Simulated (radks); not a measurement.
These are the eigenvalues of the occupied orbitals of an atom or ion with whole-number occupations (hartree). Method: scalar-relativistic Kohn-Sham, PBEsol, spin-polarised, spherical densities, finite nucleus; Fermi nuclear charge, rms radius of each element as measured or else 0.836 A^(1/3) + 0.57 fm; computed with a radial shooting solver on a logarithmic mesh with Libxc functionals.

| orbital | eigenvalue |
|---|---|
| 1s up | -1846.502 |
| 1s down | -1846.498 |
| 2s up | -310.1359 |
| 2s down | -310.1313 |
| 2p up | -276.7480 |
| 2p down | -276.7430 |
| 3s up | -73.65915 |
| 3s down | -73.56641 |
| 3p up | -63.31187 |
| 3p down | -63.21928 |
| 3d up | -49.62642 |
| 3d down | -49.55437 |
| 4s up | -19.76697 |
| 4s down | -19.56610 |
| 4p up | -16.32875 |
| 4p down | -16.13001 |
| 4d up | -11.56158 |
| 4d down | -11.36340 |
| 5s up | -7.17046 |
| 5s down | -7.00051 |
| 4f up | -6.29929 |
| 5p up | -6.11029 |

Which element is it, and in what charge state? The configuration may be excited. Open shells, if any, are filled with parallel spins first.

Answer. Z = 64, gadolinium, charge +10: Gd10+ in [Kr] 4d10 4f5 5s2 5p1. The list shows which subshells hold electrons but not how many an open one holds; the 1s level, -1846.5 hartree, gives Z - s = 60.8 by -(Z - s)^2/2, which with screening and relativity narrows Z to a few neighbours, and the depths of the outer levels then fix element, charge and occupations together.
